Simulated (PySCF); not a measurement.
## Co²⁺: excitation energy

Co²⁺ [Ar] 3d7 (4F) → Co²⁺ [Ar] 3d6 4s1, s spin flipped, as a difference of total energies. All numbers are calculated (PySCF 2.14, scalar relativity by spin-free X2C-1e, in x2c-TZVPPall with one added diffuse shell each of s, p, d, f type (7s6p5d3f1g, 80 functions)). Correlated levels: valence: [Ar] frozen. The calculations carry no spin-orbit coupling.

| method | excitation energy (eV) |
| --- | --- |
| UHF | 5.383 |
| MP2 (valence) | 6.591 |
| SCS-MP2 (valence) | 6.637 |

How much does correlation contribute at MP2 (valence)?

6.591 − (5.383) = 1.208 eV, measured against UHF.

The upper determinant mixes two multiplicities, so it lies between the two terms.

The coupled-cluster amplitudes are large for the upper state (T1 above 0.03 or a double amplitude above 0.15), so a single reference is strained.
